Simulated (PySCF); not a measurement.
CH₃Be, doublet, at a GFN2-xTB geometry (such geometries of metal compounds can be far from the true shape) (the spin is typed, not shown lowest). Base run: PBE/6-311G** in PySCF.

Geometry (Å):
```xyz
5

Be    -0.9082    -0.5578    -0.7517
C      0.3031     0.1862     0.2509
H      0.8727    -0.5304     0.8458
H     -0.1073     0.8967     0.9709
H      1.0486     0.7478    -0.3152
```
Charge 0, spin multiplicity 2.
Orbitals are unrestricted.
All else is at PySCF's defaults.

The base run was repeated with changes; each row names its change, and settings that it needs were set with it.

```json
[
 {"change": "base", "basis functions": "54", "E (Eh)": "-54.50561", "HOMO (eV)": "-4.48", "dipole (D)": "0.36"},
 {"change": "basis = ANO-RCC-VDZP; relativity = spin-free X2C", "basis functions": "43", "E (Eh)": "-54.52456", "HOMO (eV)": "-4.46", "dipole (D)": "0.25"},
 {"change": "basis = cc-pVTZ-DK; relativity = spin-free X2C; nucleus = Gaussian (with nucmod='G')", "basis functions": "102", "E (Eh)": "-54.52844", "HOMO (eV)": "-4.50", "dipole (D)": "0.36"},
 {"change": "basis = jorge-DZP-DKH; relativity = none", "basis functions": "45", "E (Eh)": "-54.48959", "HOMO (eV)": "-4.44", "dipole (D)": "0.46"},
 {"change": "basis = jorge-DZP-DKH; relativity = spin-free X2C", "basis functions": "45", "E (Eh)": "-54.50738", "HOMO (eV)": "-4.44", "dipole (D)": "0.46"},
 {"change": "basis = cc-pVTZ-DK; relativity = none", "basis functions": "102", "E (Eh)": "-54.51041", "HOMO (eV)": "-4.50", "dipole (D)": "0.36"},
 {"change": "basis = ANO-RCC-VDZP; relativity = none", "basis functions": "43", "E (Eh)": "-54.50578", "HOMO (eV)": "-4.46", "dipole (D)": "0.25"},
 {"change": "basis = cc-pVTZ-DK; relativity = spin-free X2C", "basis functions": "102", "E (Eh)": "-54.52845", "HOMO (eV)": "-4.50", "dipole (D)": "0.36"},
 {"change": "basis = jorge-DZP-DKH; relativity = spin-free X2C; nucleus = Gaussian (with nucmod='G')", "basis functions": "45", "E (Eh)": "-54.50738", "HOMO (eV)": "-4.44", "dipole (D)": "0.46"},
 {"change": "basis = ANO-RCC-VDZP; relativity = spin-free X2C; nucleus = Gaussian (with nucmod='G')", "basis functions": "43", "E (Eh)": "-54.52455", "HOMO (eV)": "-4.46", "dipole (D)": "0.25"}
]
```

Absolute energies of different levels of theory aren't comparable as measures of quality.

Open shells are given as the SCF converged; they aren't shown to be the lowest states, and a large step between rows can be another state.

Basis sets contracted for a relativistic Hamiltonian are a mismatch without it, so the rows without relativity aren't non-relativistic limits. No row has spin-orbit coupling; sets with core potentials leave out the core electrons.
